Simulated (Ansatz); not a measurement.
System: C₅H₆Se₂, charge 0, multiplicity 1. SMILES: C[Se]c1ccc[se]1
Geometry from a B3LYP-D3(BJ)/def2-TZVP (Ansatz, an electronic-structure program) optimisation:
```
C
C 1 1.3633
H 2 1.0815 1 121.59
C 2 1.4259 3 122.95 1 -179.71
C 4 1.3597 2 115.13 3 179.72
H 5 1.0780 4 127.35 2 -179.45
H 4 1.0819 5 122.44 6 0.25
Se 5 1.8671 6 121.11 4 179.92
Se 1 1.9006 2 126.87 3 1.55
C 9 1.9708 1 98.06 2 -101.84
H 10 1.0863 9 109.58 1 61.06
H 10 1.0864 11 110.83 9 121.21
H 10 1.0885 11 110.23 12 122.01
```
Charge 0, spin multiplicity 1.

Quantity: atomisation energy (electronic, to ground-state atoms), in kcal/mol. Correlated levels leave the core frozen unless marked. UHF or UKS for open shells. No spin-orbit coupling. Frozen are the shells of the preceding noble gas and the d and f shells that filled before the atom's block. Non-relativistic. The coupled-cluster limit lacks core correlation, which all-electron functionals hold. CBS marks a two-point X^-3 extrapolation of the correlation energy; Hartree-Fock from the larger set.

```tsv
level	program	atomisation energy (kcal/mol)
B3LYP-D4/def2-TZVPD	Ansatz + dftd4	1276.1
```

Problem. Estimate the value at CCSD(T)/CBS(cc-pVTZ,cc-pVQZ) as computed with Ansatz.

Solution. 1273.0 kcal/mol
